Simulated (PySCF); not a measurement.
C4H6OSe, SMILES O=C1CC[C@@H]1[SeH].

Coordinates come from a B3LYP-D3(BJ)/def2-SVP optimisation. The structure was generated by enumeration; whether it is a known compound was not checked. The values are those of a single conformer.

Two levels are set side by side: TDA-PBE/def2-SVPD (PySCF) and TDA-M06-2X/def2-SVPD (PySCF). Vertical, same geometry. The lowest singlet is HOMO→LUMO 98 % with PBE and HOMO→LUMO 58 %, HOMO−1→LUMO 26 % with the other functional; states are paired by order. Differences are taken from unrounded values.

| quantity | TDA-M06-2X | TDA-PBE | TDA-PBE minus TDA-M06-2X |
|---|---|---|---|
| lowest singlet excitation (eV) | 3.80 | 3.25 | -0.55 |
| lowest triplet excitation (TDA) (eV) | 3.37 | 2.84 | -0.53 |
| first bright state (f over 0.05) (eV) | 6.87 | 6.09 | -0.77 |
| its oscillator strength | 0.07 | 0.05 | -0.02 |

A lower first singlet is the usual sign of a functional without exact exchange. Differences between two approximate levels are no errors against the true value.

Rough cost on one machine, each run with all the roots and properties that it gave: TDA-M06-2X against TDA-PBE about 10 times.
